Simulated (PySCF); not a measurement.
Excitation energy of B by level of theory

B [He] 2s2 2p1 (2P) → B [He] 2s1 2p2 (4P), as a difference of total energies. Calculation: PySCF 2.14, in aug-cc-pVQZ (6s5p4d3f2g, 80 functions); no relativity, point nucleus. Correlated levels: valence: 1s2 frozen. The calculations carry no spin-orbit coupling.

| method | excitation energy (eV) |
| --- | --- |
| UHF | 2.191 |
| MP2 (valence) | 3.150 |
| SCS-MP2 (valence) | 3.544 |
| CCSD (valence) | 3.545 |
| CCSD(T) (valence) | 3.581 |

How much does correlation contribute at CCSD(T) (valence)?

3.581 − (2.191) = 1.390 eV, measured against UHF.
